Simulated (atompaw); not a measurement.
## u(r) = r·R(r): atom against pseudo-atom (gadolinium (Gd))

Columns: radius, all-electron u(r) and pseudo u(r) of the 4f shell (level -8.70 eV) of gadolinium in the configuration [Kr] 4d10 4f7 5s2 5p6 5d1 6s2 6p0; PBE, scalar-relativistic, PAW (atompaw) scheme, atompaw 4.2.0.5.

```tsv
r (bohr)	all-electron	pseudo
0.087	0.0520	0.0037
0.173	0.2902	0.0511
0.260	0.6011	0.2114
0.346	0.8517	0.4915
0.433	1.0089	0.8063
0.519	1.0763	1.0172
0.606	1.0799	1.0757
0.692	1.0436	1.0436
0.779	0.9846	0.9846
0.865	0.9159	0.9159
0.952	0.8433	0.8433
1.038	0.7726	0.7726
1.125	0.7044	0.7044
1.212	0.6406	0.6406
1.298	0.5822	0.5822
1.385	0.5280	0.5280
1.471	0.4790	0.4790
1.558	0.4339	0.4339
1.644	0.3935	0.3935
1.731	0.3565	0.3565
1.817	0.3234	0.3234
1.904	0.2932	0.2932
1.990	0.2663	0.2663
2.077	0.2417	0.2417
2.163	0.2198	0.2198
2.250	0.1999	0.1999
```

How many radial nodes do the two functions have?

The all-electron 4f function has n − l − 1 = 0; the pseudo-wave has 0.

At about which radius was the pseudo-wave matched?

0.70 bohr, where the columns begin to agree (steps of 0.09 bohr).

Where does each function peak?

Outermost all-electron maximum near 0.61 bohr, pseudo maximum near 0.61 bohr (to the table’s step).

Is the pseudo-wave norm-conserving?

No, it belongs to a PAW set: the norm inside the radius is not constrained, and the difference is carried by the augmentation charge.
